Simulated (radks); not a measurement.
Results of a calculation; reference values are marked as such.
Problem. Hf10+, 62 electrons, occupied as [Kr] 4d10 4f11 5s2 5p3 (not the ground configuration). Code: a radial shooting solver on a logarithmic mesh with Libxc functionals. Model: scalar-relativistic Kohn-Sham, BLYP, spin-polarised, spherical densities, finite nucleus; open shells are filled with parallel spins first (spin-orbit coupling, left out, can overturn this in heavy ions); Fermi nuclear charge, rms radius 5.347 fm. Some entries of the table are withheld. Estimate them.

orbital,occ.,eigenvalue (Ry),<r^2> (bohr^2),r(max) (bohr)
1s up,1,-4811.591,0.0004951,0.01190
1s down,1,-4811.562,0.0004951,0.01190
2s up,1,-834.7103,0.007642,0.06807
2s down,1,-834.6913,0.007642,0.06807
2p up,3,-734.8473,0.006284,0.05566
2p down,3,-734.8203,0.006284,0.05567
3s up,1,-201.2956,0.04979,0.1922
3s down,1,-201.1427,0.04975,0.1921
3p up,3,-171.4508,0.05042,0.1898
3p down,3,-171.2946,0.05037,0.1898
3d up,5,-136.0534,0.04189,0.1546
3d down,5,-135.9291,0.04183,0.1546
4s up,1,-51.74756,0.2446,0.4363
4s down,1,-51.45357,0.2447,0.4364
4p up,3,-41.87764,0.2766,0.4565
4p down,3,-41.58894,0.2765,0.4567
4d up,5,-29.10843,0.3191,0.4677
4d down,5,-28.81724,0.3186,0.4679
5s up,1,-17.00279,1.165,0.9618
5s down,1,-16.61686,1.172,0.9603
4f up,7,(1),0.4192,0.4407
4f down,4,(2),0.4172,0.4411
5p up,3,(3),1.420,1.055
5p down,0,(4),1.441,1.056

Solution. 
(1) 4f up eigenvalue (Ry): -14.87231
(2) 4f down eigenvalue (Ry): -14.55688
(3) 5p up eigenvalue (Ry): -14.13456
(4) 5p down eigenvalue (Ry): -13.76088
